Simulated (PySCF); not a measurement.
C₅H₁₀F₃NSi.
SMILES with atom numbers: `[F:1][C:2]([F:3])([F:4])[CH2:5][C@@H:6]1[CH2:7][NH:8][SiH2:9][CH2:10]1`

Geometry (GFN2-xTB, Å), atoms numbered from 1 in this order:
```
atom  x, y, z in Å
F1     3.654   -1.070    0.063
C2     2.438   -0.828   -0.462
F3     2.627    0.101   -1.413
F4     2.076   -1.952   -1.098
C5     1.449   -0.404    0.603
C6     0.000   -0.374    0.110
C7    -0.243    0.672   -0.983
N8    -1.679    0.841   -1.068
Si9   -2.534    0.569    0.391
C10   -0.965   -0.071    1.257
H11    1.543   -1.116    1.426
H12    1.757    0.583    0.956
H13   -0.254   -1.354   -0.305
H14    0.262    1.613   -0.722
H15    0.148    0.336   -1.948
H16   -1.991    1.394   -1.847
H17   -3.575   -0.440    0.194
H18   -3.062    1.758    1.070
H19   -0.543    0.704    1.897
H20   -1.114   -0.951    1.878
```

NICS = −σ at a ghost point: NICS(0) at the centroid of the ring atoms, NICS(1) 1 Å to either side along the normal of their mean plane, zz for the tensor component along that normal. Level: GIAO PBE0/pcSseg-1 (PySCF, non-relativistic, gas phase) on the GFN2-xTB geometry, one conformer.

Ring bond lengths (Å), with Mayer bond orders in brackets: C6–C7 1.532 (0.99), C7–N8 1.447 (0.97), N8–Si9 1.713 (1.02), Si9–C10 1.903 (0.90), C10–C6 1.529 (1.01).

Problem. What do the NICS probes read (ppm)?

Solution. 
```csv
ring,type,NICS(0),"NICS(1), two faces","NICS(1)zz, two faces",rms pucker (Å),"centre to ring atoms, mean (Å)"
C6–C7–N8–Si9–C10,5-membered ring with N and Si; formal bonds all single,-6.6,-3.7 / -3.0,-2.9 / -2.2,0.17,1.36
```

Problem. What do they say, and how far can they be read as aromaticity?

Solution. 
- C6–C7–N8–Si9–C10: mean NICS(1)zz -2.5 ppm, near zero. C6, C7, Si9, C10 have four or more neighbours, and the NICS criterion for π rings isn't applied.

Problem. At the second NICS(1) probe listed for ring C6–C7–N8–Si9–C10, 1 Å off the ring, what do the in-plane components average?

Solution. The isotropic value is a third of the trace: (3 × -3.0 − (-2.2))/2 = -3.4 ppm.
